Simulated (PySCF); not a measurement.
F₃Ge, charge +1, multiplicity 1.

```xyz
4

F      1.6609     0.0000     0.0000
Ge     0.0000     0.0000     0.0000
F     -0.8304     1.4383     0.0000
F     -0.8304    -1.4383     0.0000
```
Charge +1, spin multiplicity 1.

Geometry optimised at PBE0-D3(BJ)/def2-SVP. The spin state was assumed, not searched. The isomer is the one that the SMILES or the coordinates give; other isomers of the formula were not compared.

Calculation: PySCF with KT2/pcSseg-2. Non-relativistic, no solvent.

Question: Give the absolute GIAO shielding of each atom: isotropic value and principal components (ppm). (Estimate from the structure and the level; the computed values follow.)

Answer: 
```csv
atom,σ(iso),σ11,σ22,σ33,span
F1,205.6,55.2,170.4,391.2,336.0
Ge2,1470.5,1207.2,1602.1,1602.1,394.9
F3,205.6,55.2,170.4,391.2,336.0
F4,205.6,55.2,170.4,391.2,336.0
```
